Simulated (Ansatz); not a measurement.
**Cost against result**

Saddle point of CH5FZn, singlet (CH₃FZn ([CH3][Zn][F]) + H₂ → CH₄Zn ([CH3][ZnH]) + HF; bonds formed: Zn1–H5, F2–H4; bonds broken: Zn1–F2, H4–H5), PBE0-D4/def2-TZVP structure:

Zn1  (0.011, -0.050, -0.491)
F2  (-1.412, 0.011, -1.943)
C3  (0.211, 0.110, 1.425)
H4  (-0.263, -0.187, -2.283)
H5  (0.706, -0.309, -2.110)
H6  (-0.760, 0.298, 1.885)
H7  (0.882, 0.935, 1.672)
H8  (0.626, -0.808, 1.844)
(Å)

Barriers are electronic and count from the start structure reached by relaxing down the imaginary mode.

Program: Ansatz 0.2.0. Basis: as named in each row. Cores are frozen in the correlated methods. The 3s and 3p shells of Cu and Zn are frozen; filled d shells are correlated. B3LYP uses VWN-RPA correlation. Extrapolation: Hartree–Fock as exp(−7.88 √X), correlation as X^−2.97.

Times are rough, for one single point on 4 threads of a shared host (Intel Xeon).

The estimate by CCSD(T) at an estimated basis limit (MP2 extrapolated from triple and quadruple zeta, plus CCSD(T) − MP2 in triple zeta) is 1.167 eV.

| method | basis | time (s) | barrier (eV) | method less estimate |
| --- | --- | --- | --- | --- |
| SPW92 | def2-SVP | under 1 | 0.422 | -0.745 |
| PBE-D4 | def2-SVP | under 1 | 0.733 | -0.435 |
| HF | STO-3G | 1 | 3.334 | 2.167 |
| B3LYP-D4 | 6-31G | 1 | 1.356 | 0.188 |
| PBE0-D4 | def2-SVP | 2 | 0.803 | -0.364 |
| SPW92 | def2-TZVPP | 2 | 0.592 | -0.576 |
| PBE-D4 | def2-TZVPP | 2 | 0.921 | -0.246 |
| BLYP-D4 | def2-TZVPP | 3 | 1.090 | -0.077 |
| B3LYP-D4 | def2-TZVPP | 3 | 1.104 | -0.063 |
| BHLYP-D4 | def2-TZVPP | 3 | 1.170 | 0.002 |
| PBE0-D4 | def2-TZVPP | 3 | 0.975 | -0.193 |
| CCSD(T) | def2-SVP | 3 | 1.010 | -0.158 |
| CAM-B3LYP-D4 | def2-TZVPP | 4 | 1.083 | -0.084 |
| r2SCAN-D4 | def2-TZVPP | 4 | 0.987 | -0.181 |
| wB97M-V | def2-SVP | 5 | 0.843 | -0.324 |
| r2SCAN0-D4 | def2-TZVPP | 5 | 1.017 | -0.150 |
| RPA on PBE | def2-TZVPP | 6 | 1.133 | -0.034 |
| B2PLYP | def2-TZVPP | 6 | 1.139 | -0.029 |
| PBE-QIDH | def2-TZVPP | 6 | 1.057 | -0.110 |
| B97M-V | def2-TZVPP | 8 | 1.069 | -0.098 |
| wB97X-V | def2-TZVPP | 8 | 1.108 | -0.060 |
| wB97M-V | def2-TZVPP | 8 | 1.080 | -0.087 |
| PBE-D4 | STO-3G | 12 | 2.175 | 1.008 |
| MP2 | def2-QZVPP | 19 | 1.186 | 0.018 |
| CCSD(T) | def2-TZVPP | 59 | 1.119 | -0.048 |

All methods are single points on the PBE0-D4 structures.

T1 diagnostic: at most 0.016.

Labels in which every atom is bracketed show which atoms are joined, not bond orders.
